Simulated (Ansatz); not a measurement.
Consider the substitution at a C–B bond: `CB(O)CN` + `C[CH2][Al]([OH])[SH]` → `C[CH2][Al]([SH])[O]C` + `NCBO`.

Gas-phase electronic energies from Ansatz, PBE0-D4/def2-TZVP geometries. CCSD(T)/CBS adds triple-zeta CCSD(T) − MP2 to the extrapolated MP2 energy (def2 sets, frozen cores). This one scheme is used for every species. DFT in def2-TZVPP. Each species was taken in one conformer, which may not be the lowest.

```csv
species,B2PLYP energy (Eh)
`CB(O)CN`,-235.81314
`C[CH2][Al]([OH])[SH]`,-796.10261
`C[CH2][Al]([SH])[O]C`,-835.37085
`NCBO`,-196.51227
```

(1) Work out ΔE.

Largest T1 diagnostic among the species: 0.012.

Answers

(1) ΔE = (-835.37085) + (-196.51227) − (-235.81314) − (-796.10261) = 0.03263 Eh = +85.7 kJ/mol. CCSD(T)/CBS gives +91.9 kJ/mol.

In def2-TZVPP, CCSD(T) changes the Hartree–Fock value by +6.0 kJ/mol (the triples alone add −0.7 kJ/mol) and MP2 by +11.4 kJ/mol. From PBE to PBE0 (25 % exact exchange), in def2-TZVPP and without D4, ΔE moves by +3.3 kJ/mol.
